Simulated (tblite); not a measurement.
Species: C3H12BN3Si2.
Atom-mapped SMILES: `[N:1]#[C:2][CH2:3][C@H:4]1[SiH2:5][SiH2:6][N:7]1[BH2-:8][NH3+:9]` (hydrogens: H10, H11 on C3; H12 on C4; H13, H14 on Si5; H15, H16 on Si6; H17, H18 on B8; H19, H20, H21 on N9)
Bond orders are those of one Lewis drawing.

Computed with GFN2-xTB (tblite), gas phase: L-BFGS steps from a force-field or distance-geometry start until the largest atomic force falls under 0.01 eV/Å.

Step 122: E = -706.8409 eV
```
atom  x, y, z in Å  |  force x, y, z in eV/Å
N1     -1.0004   -2.3455   -0.4378   -0.033   0.039   0.024
C2     -1.2284   -1.3171   -0.8941    0.024  -0.098   0.048
C3     -1.3676   -0.0099   -1.4434    0.083  -0.007  -0.032
C4     -0.7845    1.0380   -0.4605    0.048   0.021   0.026
Si5    -1.8380    1.3931    1.1273    0.036   0.001  -0.020
Si6     0.1651    0.5625    1.8983    0.067  -0.016  -0.012
N7      0.4408    0.5860    0.2008    0.018  -0.013  -0.006
B8      1.6553    0.1256   -0.5548    0.015  -0.050   0.028
N9      1.8772   -1.4572   -0.0494   -0.113  -0.080  -0.017
H10    -2.4152    0.2070   -1.6537   -0.031   0.035  -0.034
H11    -0.7970   -0.0083   -2.3814   -0.088   0.058   0.062
H12    -0.5655    1.9320   -1.0605   -0.035  -0.008  -0.021
H13    -3.0535    0.5679    1.1283   -0.067   0.024  -0.027
H14    -2.2657    2.7961    1.1780   -0.039  -0.018  -0.016
H15     1.1644    1.2975    2.6888   -0.018   0.046  -0.020
H16     0.1514   -0.8009    2.4940    0.020  -0.005   0.005
H17     2.6554    0.6938   -0.2344    0.008  -0.020   0.026
H18     1.5044    0.0586   -1.7359   -0.050   0.073   0.005
H19     0.9424   -1.8671    0.0463    0.099   0.020  -0.045
H20     2.3314   -1.4342    0.8551   -0.009  -0.048   0.000
H21     2.4192   -2.0013   -0.7116    0.064   0.046   0.029
```

Step 123: E = -706.8428 eV
```
atom  x, y, z in Å  |  force x, y, z in eV/Å
N1     -1.0210   -2.3479   -0.4414   -0.009  -0.063   0.081
C2     -1.2452   -1.3175   -0.8927    0.038  -0.004  -0.018
C3     -1.3733   -0.0091   -1.4425    0.022  -0.026   0.035
C4     -0.7832    1.0337   -0.4584    0.046   0.017   0.015
Si5    -1.8371    1.3929    1.1262    0.037   0.008  -0.018
Si6     0.1652    0.5616    1.9029    0.043   0.007  -0.055
N7      0.4399    0.5810    0.2050    0.033  -0.020   0.000
B8      1.6568    0.1288   -0.5497   -0.001  -0.073  -0.009
N9      1.8864   -1.4549   -0.0505   -0.002  -0.108   0.035
H10    -2.4198    0.2168   -1.6499   -0.041   0.035  -0.020
H11    -0.8125   -0.0121   -2.3834   -0.017   0.060   0.018
H12    -0.5602    1.9249   -1.0590   -0.031   0.029  -0.033
H13    -3.0540    0.5702    1.1206   -0.072   0.020  -0.017
H14    -2.2626    2.7966    1.1630   -0.044  -0.009  -0.003
H15     1.1719    1.2935    2.6855   -0.017   0.051  -0.007
H16     0.1428   -0.7987    2.4995    0.024  -0.034   0.021
H17     2.6565    0.6969   -0.2294    0.007  -0.007   0.029
H18     1.5027    0.0620   -1.7312   -0.037   0.079   0.019
H19     0.9582   -1.8759    0.0424    0.038   0.013  -0.056
H20     2.3408   -1.4372    0.8560   -0.045  -0.030  -0.051
H21     2.4388   -1.9888   -0.7136    0.028   0.055   0.036
```

Problem. Estimate the geometry and energy of step 124. (The exact step hangs on the optimiser's Hessian estimate; all steps are aligned on step 123, rigid shifts and turns removed.)

Solution. E = -706.8447 eV, largest force 0.086 eV/Å
```
atom  x, y, z in Å  |  force x, y, z in eV/Å
N1     -1.0176   -2.3481   -0.4409   -0.020  -0.033   0.068
C2     -1.2433   -1.3181   -0.8929    0.050  -0.018  -0.024
C3     -1.3709   -0.0092   -1.4422   -0.034  -0.006   0.054
C4     -0.7810    1.0330   -0.4565    0.024   0.013   0.007
Si5    -1.8379    1.3904    1.1263    0.028   0.030  -0.009
Si6     0.1680    0.5637    1.9048    0.013   0.023  -0.053
N7      0.4411    0.5809    0.2075    0.056  -0.020  -0.025
B8      1.6572    0.1272   -0.5484   -0.018  -0.065  -0.012
N9      1.8831   -1.4576   -0.0512    0.025  -0.082  -0.003
H10    -2.4180    0.2192   -1.6488   -0.018   0.020  -0.005
H11    -0.8138   -0.0072   -2.3840    0.010   0.040   0.000
H12    -0.5593    1.9244   -1.0574   -0.026   0.030  -0.028
H13    -3.0571    0.5688    1.1187   -0.049   0.025  -0.017
H14    -2.2688    2.7946    1.1590   -0.030  -0.037  -0.001
H15     1.1746    1.2992    2.6840   -0.018   0.049  -0.002
H16     0.1460   -0.7959    2.5008    0.027  -0.044   0.031
H17     2.6584    0.6943   -0.2293    0.000  -0.017   0.028
H18     1.4993    0.0631   -1.7299   -0.026   0.075   0.025
H19     0.9548   -1.8777    0.0403    0.031   0.000  -0.060
H20     2.3376   -1.4404    0.8541   -0.035  -0.029  -0.006
H21     2.4389   -1.9877   -0.7145    0.011   0.045   0.032
```

The energy changes by -0.0019 eV. The first-order estimate −F·Δx gives -0.0023 eV and the mean of the old and new forces, exact on a quadratic surface, -0.0019 eV. The step makes an angle of 65° with the force vector and moves no atom by more than 0.008 Å.

What follows is the cost of the whole relaxation. Time: 9.8 s wall, 6.7 s CPU. Hardware: an Intel Xeon at 2.50 GHz with one thread, on a shared host.
